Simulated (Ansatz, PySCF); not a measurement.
Barrier from R1 to the saddle point P1, each structure at its B3LYP-D3(BJ)/def2-TZVP stationary point, reached from a drawn start; harmonic modes at that level show the others as minima.
R1, F3Si (SMILES F[Si](F)F) (charge 0, multiplicity 2):
```xyz
4

Si     0.0000     0.0000     0.4265
F      1.4830     0.0000    -0.1422
F     -0.7415     1.2843    -0.1422
F     -0.7415    -1.2843    -0.1422
```
P1, F3Si, a first-order saddle point (one imaginary mode, 700i cm⁻¹) (charge 0, multiplicity 2):
```xyz
4

Si     0.00000     0.00000     0.00000
F      1.60534     0.00000     0.00000
F     -0.80267     1.39027     0.00000
F     -0.80267    -1.39027     0.00000
```

P less R. No zero-point or thermal terms; open shells are unrestricted. No path was followed down from the saddle.

Frozen-core correlation throughout. CBS(a, b) extrapolates the correlation energy as X⁻³ and adds the Hartree–Fock energy of set b.

The values were computed with Ansatz (Gaussian basis) for Hartree–Fock, density functionals and correlated methods; PySCF for the D3/D4 terms. No computed number here is a measurement.

The comparison value is 38.63 kcal/mol (CCSD(T)/CBS(cc-pV(T+d)Z, cc-pV(Q+d)Z)). It is a level with limits of its own, not the exact answer.

Problem. Order these levels by how close they come to the comparison value for the barrier height, closest first: PBE/def2-TZVPP, BHLYP-D4/def2-TZVPP, CAM-B3LYP-D4/def2-TZVPP, wB97M-V/def2-TZVPP, revPBE/def2-TZVPP. Give each level's value less the comparison value.

Solution. BHLYP-D4/def2-TZVPP (1.30 kcal/mol), CAM-B3LYP-D4/def2-TZVPP (-3.55 kcal/mol), wB97M-V/def2-TZVPP (-6.65 kcal/mol), revPBE/def2-TZVPP (-9.94 kcal/mol), PBE/def2-TZVPP (-10.24 kcal/mol)

Ansatz is a program for electronic structure.
